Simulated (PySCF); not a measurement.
Species: sum formula GeSiH3, net charge -1, singlet state. It need not be the lowest isomer of its formula. Whether it binds its extra electron was not tested at this geometry. SMILES: [SiH-]=[GeH2]
Geometry: optimised at B3LYP-D3(BJ)/def2-TZVP (Ansatz).

Dispersion corrections to the total energy (kcal/mol) from the dftd3 and dftd4 libraries through PySCF: D3(BJ) without and D4 with the three-body term, each with the damping fitted for the functional named.

```csv
functional,D3(BJ),D4
PBE,-2.13,-2.94
HSE06,-1.71,-2.35
revPBE,-4.98,…
HF,-20.43,-9.91
BHLYP,…,-4.25
B2PLYP,-2.28,…
TPSSh,-2.64,-3.54
```

**Question.** Some entries are withheld; supply them.

**Answer.** 
- revPBE, D4: -7.89
- BHLYP, D3(BJ): -3.91
- B2PLYP, D4: -2.02
